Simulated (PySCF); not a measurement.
Input of a run (PBE0-D3(BJ)/def2-SVP geometry optimisation, gas phase (PySCF 2.14.0)), started from GFN2-xTB:
```
{"job": {"xc": "PBE0", "basis": "def2-SVP", "d3": "d3bj", "grid": 1, "kind": "geom"}, "charge": 0, "multiplicity": 1}
F      1.448811     0.218931    -1.101154
B      1.528307    -0.076131     0.191090
As    -1.070833    -0.029917     0.237132
H      1.678259    -1.207335     0.471291
H      1.722508     0.818082     0.927792
H     -1.379888     1.225772    -0.501704
H     -1.420994    -0.828299    -0.970335
H     -2.497112    -0.111691     0.721322
```

Output (energies in Eh, forces in Eh/bohr):
```
step   0  E = -2362.80060014  max force = 0.016973
step   1  E = -2362.80519640  max force = 0.003595
step   2  E = -2362.80553605  max force = 0.002130
step   3  E = -2362.80503055  max force = 0.014819
step   4  E = -2362.80699795  max force = 0.007317
step   5  E = -2362.80799365  max force = 0.007068
step   6  E = -2362.80868241  max force = 0.004095
step   7  E = -2362.80894788  max force = 0.002464
step   8  E = -2362.80900135  max force = 0.003561
step   9  E = -2362.80907752  max force = 0.002377
step  10  E = -2362.80910785  max force = 0.001086
step  11  E = -2362.80912199  max force = 0.000311
optimisation converged
```

Q: Summarise the run.

A: The energy falls by 5.3 kcal/mol over 12 energy and gradient evaluations, the largest force component goes from 0.0170 to 3.1e-04 Eh/bohr, and the atoms move by 0.460 Å rms after alignment. The bond that changes most is B2–As3 (ends: four-coordinate boron; arsenic bonded to B and 3 H), which shortens by 0.350 Å. Bonds longer at the end by more than 0.005 Å: 5 of 7; shorter: 1. Among the angles that change most is B2–As3–H8, from 161.8° to 112.2°. Among the dihedrals that turn most is H5–B2–As3–H7, from 163° to -175°. The energy rose by more than 1e-6 Eh at step 3. The first step brought 54 % of the lowering.

Q: What are the final bond lengths?

A: F1–B2 1.362 Å, B2–As3 2.250 Å, B2–H4 1.222 Å, B2–H5 1.222 Å, As3–H6 1.514 Å, As3–H7 1.514 Å, As3–H8 1.510 Å. Numbering counts from 1 in the input's order; the species is `F[BH2-][AsH3+]`.

The run used 85 basis functions and 78 SCF cycles in all. On one thread, Arm Neoverse N1, on a shared host, this took 51 s wall, 45 s CPU.

Stationary, but not proved a minimum.
